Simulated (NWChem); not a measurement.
Species: ZnClF; SMILES [F][Zn][Cl]

Computed with NWChem. Coordinates come from a PBE0/def2-SVP optimisation.

Diagonal of the polarisability tensor at PBE/def2-SVPD, static: 30.57, 49.62, 30.13 bohr³.

**Question.** Find the mean polarisability volume, the molar refraction, and the refractive index that an ideal gas of it would have at 273.15 K and 1 atm.

**Answer.** 
1. Mean: one third of the trace = 36.78 bohr³ × 0.14818 Å³/bohr³ = 5.45 Å³.
2. Molar refraction (Lorentz-Lorenz): (4π/3) N_A α = 13.7 cm³/mol.
3. Number density p/kT = 2.687 × 10⁻⁵ Å⁻³; n − 1 = 2π N α = 9.20 × 10⁻⁴.
4. These hold the electronic response alone: vibrational and orientational terms add to the static dielectric constant.
